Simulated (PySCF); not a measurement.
Bond length, frequency and bond energy of TeI⁺ by level of theory

State: ³Σ⁻ (triplet), unpaired electrons π ↑↑. Set-up: PySCF, scalar-relativistic core potentials, basis sets Te def2-SVP with ECP28, I def2-SVP with ECP28. De refers to Te⁺ + I in their high-spin ground configurations, without counterpoise correction. The functionals are run spin-unrestricted. A positive dipole points towards I; it is taken about the centre of mass and depends on that origin.

```json
{"Level": "UHF", "Re (Å)": "2.615", "ωe (cm⁻¹)": "225", "De (eV)": "0.61", "μ (D)": "-3.00", "CPU s a point (SCF and correlation, without the integrals)": "0.21"}
{"Level": "UHF-MP2", "Re (Å)": "2.586", "ωe (cm⁻¹)": "261", "De (eV)": "1.71", "μ (D)": "n/a", "CPU s a point (SCF and correlation, without the integrals)": "0.34"}
{"Level": "UHF-SCS-MP2", "Re (Å)": "2.598", "ωe (cm⁻¹)": "254", "De (eV)": "1.60", "μ (D)": "n/a", "CPU s a point (SCF and correlation, without the integrals)": "n/a"}
{"Level": "UHF-CCSD", "Re (Å)": "2.623", "ωe (cm⁻¹)": "232", "De (eV)": "1.64", "μ (D)": "n/a", "CPU s a point (SCF and correlation, without the integrals)": "n/a"}
{"Level": "UHF-CCSD(T)", "Re (Å)": "2.627", "ωe (cm⁻¹)": "232", "De (eV)": "1.79", "μ (D)": "n/a", "CPU s a point (SCF and correlation, without the integrals)": "11"}
{"Level": "LDA", "Re (Å)": "2.578", "ωe (cm⁻¹)": "251", "De (eV)": "3.64", "μ (D)": "-1.07", "CPU s a point (SCF and correlation, without the integrals)": "0.44"}
{"Level": "PBE", "Re (Å)": "2.610", "ωe (cm⁻¹)": "239", "De (eV)": "2.95", "μ (D)": "-1.29", "CPU s a point (SCF and correlation, without the integrals)": "0.55"}
{"Level": "PW91", "Re (Å)": "2.609", "ωe (cm⁻¹)": "239", "De (eV)": "2.99", "μ (D)": "-1.27", "CPU s a point (SCF and correlation, without the integrals)": "0.74"}
{"Level": "BP86", "Re (Å)": "2.615", "ωe (cm⁻¹)": "237", "De (eV)": "2.96", "μ (D)": "-1.27", "CPU s a point (SCF and correlation, without the integrals)": "0.69"}
{"Level": "r²SCAN", "Re (Å)": "2.591", "ωe (cm⁻¹)": "247", "De (eV)": "2.63", "μ (D)": "-1.53", "CPU s a point (SCF and correlation, without the integrals)": "0.76"}
{"Level": "PBE0", "Re (Å)": "2.579", "ωe (cm⁻¹)": "253", "De (eV)": "2.53", "μ (D)": "-1.64", "CPU s a point (SCF and correlation, without the integrals)": "1.1"}
```

**Question.** Which functional lies closest to UHF-CCSD(T) in De, which farthest, and by how much do they differ from it?

**Answer.** Closest is PBE0 (-4.8 pm in Re, +9.1 % in ωe, +0.74 eV in De against UHF-CCSD(T) in the same basis), farthest LDA (-4.9 pm in Re, +8.2 % in ωe, +1.85 eV in De). CCSD(T) converges more slowly with the basis than the functionals do and binds too weakly in this one, so the order can change at the basis-set limit.

**Question.** What does the gradient correction do here, going from LDA to PBE?

**Answer.** PBE less LDA: +3.2 pm in Re, -4.8 % in ωe, -0.69 eV in De. The gradient correction favours the more uneven density of free atoms, so it tends to lengthen bonds and takes away much of the overbinding of LDA; so it does here.

**Question.** What does second-order correlation do here, going from UHF to UHF-MP2?

**Answer.** UHF-MP2 less UHF: -2.9 pm in Re, +16.0 % in ωe, +1.10 eV in De. Correlation nearly always deepens the well. The bond shortens, as in weak, metallic or heavy-atom bonds, where dispersion and the correlation of outer-core electrons pull the atoms together.

Correlated steps freeze 8 core orbitals. Correlated levels converge slowly with the basis: in double zeta they bind strong bonds too weakly, by up to about 1 eV, and carry superposition errors of some tenths. These are scalar-relativistic numbers at best; spin–orbit coupling would shift them, the dissociation energy most. For an ion De counts to the pair picked by the measured ionisation energies or electron affinities, which need not be the lowest pair at this level. The state was picked by a PBE0 search and need not be the measured ground state.

The whole job (state search and all levels along the bond) took about 3.1 min on 1 thread of AMD EPYC 7R43 64-Core (shared host), peak memory 0.59 GiB.
